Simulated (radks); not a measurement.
Results of a calculation; reference values are marked as such.
Rh2+, 43 electrons, occupied as [Kr] 4d7.

Level of theory: scalar-relativistic Kohn-Sham, MS2 meta-GGA, spin-polarised, spherical densities, finite nucleus; open shells are filled with parallel spins first (spin-orbit coupling, left out, can overturn this in heavy ions); meta-GGA in the generalised Kohn-Sham scheme; Fermi nuclear charge, rms radius 4.4945 fm (a radial shooting solver on a logarithmic mesh with Libxc functionals).

Energy parts (hartree):
| part | energy |
|---|---|
| total | -4783.05777 |
| kinetic | 4953.71105 |
| electron-nucleus | -11512.61003 |
| Hartree | 1913.69042 |
| exchange-correlation | -137.84921 |

Orbitals (lengths in bohr, moments of r in powers of bohr; <r^-3> diverges for s and p1/2; r(90%) holds 90 % of the orbital's charge):
orbital  occ.  eigenvalue (hartree)      <r^4>  <r^-3>  r(90%)     <r^2>
1s up       1             -848.4376  5.361e-06       -  0.0585  0.001437
1s down     1             -848.4372  5.361e-06       -  0.0585  0.001437
2s up       1             -123.9120  0.0009657       -   0.219   0.02368
2s down     1             -123.8992  0.0009655       -   0.219   0.02368
2p up       3             -110.9566  0.0006949    3241   0.201   0.01869
2p down     3             -110.9454  0.0006947    3242   0.201   0.01869
3s up       1             -22.94433    0.04629       -   0.574    0.1735
3s down     1             -22.94109    0.04622       -   0.574    0.1734
3p up       3             -18.65069    0.05042   563.9   0.587    0.1766
3p down     3             -18.64313    0.05031   563.5   0.587    0.1765
3d up       5             -11.85467    0.05111   76.31   0.588    0.1641
3d down     5             -11.83686    0.05092   76.28   0.588    0.1640
4s up       1              -3.90383      1.775       -    1.42     1.090
4s down     1              -3.81305      1.758       -    1.42     1.083
4p up       3              -2.69642      2.737   86.62    1.59     1.324
4p down     3              -2.59984      2.735   87.57    1.59     1.319
4d up       5              -0.98222      11.13   7.116    2.25     2.442
4d down     2              -0.88758      12.56   7.002    2.31     2.553

The highest occupied level is 4d down at -24.152 eV. The density falls to 0.001 e/bohr^3 at r = 3.41 bohr. The electron density at the nucleus is 1.238e+05 e/bohr^3 (large components only). The spin density at the nucleus is -2.899 e/bohr^3 (1s -0.124, 2s -1.404, 3s 0.731, 4s -2.102). Spin moment in Bohr magnetons: 3. Summed over all electrons, <r^2> = 30.63 bohr^2, which gives a Langevin (diamagnetic) susceptibility term of -24.3 x 10^-6 cm^3/mol. For comparison, the ionisation energy in NIST's Atomic Spectra Database is 31.060 eV (semi-empirical). In exact Kohn-Sham theory the highest level is minus the ionisation energy, but local and semilocal functionals leave it too shallow, through self-interaction and a potential that decays too fast; potentials with the right tail come closer.
